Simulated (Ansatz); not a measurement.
Geometry optimisation, Ansatz 0.2.0, UKS PBE/def2-SVP.

The input (input.yaml):

```yaml
crystal:
  periodic: [false, false, false]
  atoms:
    - { symbol: B, position_ang: [-0.28848, 0.33081, -0.47285] }
    - { symbol: O, position_ang: [0.16888, -0.65658, 0.23307] }
    - { symbol: Te, position_ang: [1.13175, -1.17528, 1.86754] }
    - { symbol: H, position_ang: [-0.1676, 1.46129, -0.15824] }
    - { symbol: H, position_ang: [-0.84455, 0.03976, -1.46952] }
magnetization:
  spin_polarized: true
  initial_magnetization: 1
basis:
  gaussian: { orbitals: def2-SVP }
hamiltonian:
  xc: pbe
relax:
  f_tol: 0.02
  max_steps: 40
output:
  orbitals: {}
```

Run as:

```bash
$ ansatz run input.yaml --threads 1 --pin off --max-ram 2048MiB --backend cpu --events-out ev --progress --plain --runs-dir out
```

Q: Where does it end, and by what steps?

A: It converged. After 8 steps the energy has fallen by 0.159 eV; O2 moved furthest, 0.17 Å.

```
step  energy less start (eV)  largest force component (eV/Å)  accepted
   0                  0.0000                           1.647       yes
   1                 -0.1190                           0.723       yes
   2                 -0.1397                           0.211       yes
   3                 -0.1416                           0.244       yes
   4                 -0.1532                           0.186       yes
   5                 -0.1428                           0.551        no
   6                 -0.1579                           0.082       yes
   7                 -0.1586                           0.038       yes
   8                 -0.1587                           0.020       yes
```

```xyz
5
Properties=species:S:1:pos:R:3
B -0.292 0.309 -0.482
O 0.126 -0.804 0.156
Te 1.150 -1.036 1.909
H -0.100 1.436 -0.053
H -0.883 0.096 -1.530
```

Whether the end is a true minimum wasn't checked by a vibrational analysis.

Run time: 35 s on 1 thread of Intel(R) Xeon(R) Platinum 8488C (Sapphire Rapids), on a shared host, peak memory 0.18 GiB.
